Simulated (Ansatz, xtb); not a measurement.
## FH6OSn2+: which of two isomers lies lower

Structure X is `[OH2+][SnH2][SnH2][F]`, a singlet and structure Y is `[OH2+][Sn@H]([F])[SnH3]`, a singlet. Both are isolated ions in the gas phase, relaxed with r2SCAN-D4/def2-SVP; the shapes shown needn't be the lowest conformers.

X (Å):

```csv
atom,x (Å),y (Å),z (Å)
F,-1.4183,-0.1808,-0.4338
O,-0.2575,-0.4579,1.7342
Sn,0.3886,1.6242,1.7168
Sn,-0.8130,1.6900,-0.8376
H,-0.5854,-0.9631,2.4955
H,-0.8268,-0.6190,0.9117
H,2.0599,1.4019,1.9305
H,-0.4510,2.2154,3.0754
H,-2.2482,2.5858,-0.9538
H,0.2358,1.5269,-2.1600
```

Y (Å):

```xyz
10

F    -1.7670    0.1792    1.5742
O     0.2675    1.1126    0.0658
Sn   -1.9024    0.6360   -0.3057
Sn   -1.8301   -1.7158   -1.9057
H     0.7555    1.9163   -0.1822
H     0.4237    0.9506    1.0168
H    -2.4619    2.2567   -0.3151
H    -3.4719   -2.1208   -2.0318
H    -1.0997   -1.1701   -3.3375
H    -0.8805   -2.7246   -0.9276
```

Estimate E(Y) − E(X) at the level CCSD(T)/def2-SVP + ΔMP2/def2-TZVPP.

Calculated at CCSD(T)/def2-SVP + ΔMP2/def2-TZVPP: E(Y) − E(X) = +2.2 kcal/mol, so structure X lies lower.

Level by level:

```csv
level,geometry,E(Y) − E(X) (kcal/mol),departure from the last row (kcal/mol),"job, with rough time for the two"
GFN2-xTB,GFN2-xTB,−12.4,−14.6,"optimisation, 0.59 s"
HF/STO-3G,GFN2-xTB,+7.5,+5.3,"single point, 3 s"
r2SCAN-D4/def2-SVP//GFN2-xTB,GFN2-xTB,+0.7,−1.5,"single point, 4.2 s"
r2SCAN-D4/def2-SVP,r2SCAN-D4/def2-SVP,+4.6,+2.4,"optimisation, 81 s"
HF/def2-SVP,r2SCAN-D4/def2-SVP,+2.9,+0.7,part of the CCSD(T) run
MP2/def2-SVP,r2SCAN-D4/def2-SVP,+4.4,+2.2,part of the CCSD(T) run
CCSD(T)/def2-SVP,r2SCAN-D4/def2-SVP,+4.1,+1.9,single point
CCSD(T)/def2-SVP + ΔMP2/def2-TZVPP,r2SCAN-D4/def2-SVP,+2.2,,"single point, 61 s"
```

As drawn, both hold the same kinds of bond in the same numbers.

GFN2-xTB puts the two in the other order. The largest departure from CCSD(T)/def2-SVP + ΔMP2/def2-TZVPP is that of GFN2-xTB, 14.6 kcal/mol. The last row adds to CCSD(T) the change of the MP2 difference between the two basis sets, here −1.9 kcal/mol.

With harmonic frequencies from r2SCAN-D4/def2-SVP (ideal gas, rigid rotor, one conformer each, 298.15 K, 1 atm): on the last row, ΔE + ΔZPE = +1.7 kcal/mol. A mode under 50 cm⁻¹ makes harmonic enthalpies and free energies unreliable, so none is given.

The correlated steps freeze 10 core orbitals; the filled d shell of Sn is correlated, in a basis made for valence electrons. Atoms past krypton carry core potentials in the def2 sets, other sets are all-electron and non-relativistic, and no spin–orbit term is included. Programs: Ansatz 0.2.0, xtb 6.7.1; the last row on 2 threads of Intel(R) Xeon(R) Platinum 8259CL CPU @ 2.50GHz (Skylake/Cascade Lake) on a shared host.
